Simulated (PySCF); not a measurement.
Vertical excitations of a molecule C₄H₅BO₂ from PySCF with TDA-CAM-B3LYP/def2-SVPD, as energy in eV (oscillator strength): 3.81 (0.005), 4.73 (0.011), 5.31 (0.005), 5.90 (0.019), 6.42 (0.006), 6.56 (0.011), 7.18 (0.010), 7.62 (0.115), 7.66 (0.066), 7.81 (0.167). Lowest triplet (TDA): 3.14 eV. Geometry: r2SCAN-D4/def2-SVP. One conformer was computed; it need not be the lowest.

### Question
Which structure fits?
A) C#CCB1OCO1
B) C#CB(O)C(C)=O
C) C=C1CC(=O)B1O
D) C=COB1C=CO1

### Answer
B, C#CB(O)C(C)=O
